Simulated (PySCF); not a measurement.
Correlation energy of I⁺ (iodine, charge +1)

[Kr] 4d10 5s2 5p4, high-spin 3P determinant. Calculation: PySCF 2.14, in def2-SVP with the def2 core potential (28 electrons) (4s4p2d, 26 functions); scalar relativity through the core potential. Frozen: 4s2 4p6 4d10; 6 electrons correlated.

MP2 pair energies summed by pair of shells (mhartree):

| pair | energy | share (%) |
| --- | --- | --- |
| 5p-5p | -29.81 | 48.9 |
| 5s-5p | -26.59 | 43.6 |
| 5s-5s | -4.55 | 7.5 |

Total MP2 correlation energy: -60.96 mhartree.

Same-spin part -15.25 and opposite-spin part -45.71 mhartree; SCS-MP2 scales them by 1/3 and 6/5 to -59.93 mhartree.

| level | correlation energy (mhartree) |
| --- | --- |
| CCSD | -74.52 |
| (T) | -0.71 |
| CCSD(T) | -75.23 |

Diagnostics: T1 = 0.0063, D1 = 0.0204, largest double amplitude 0.055.

Task: Is a single reference adequate?

Result: Yes, within this model without spin-orbit coupling: T1 lies below 0.03 and no double amplitude reaches 0.07.
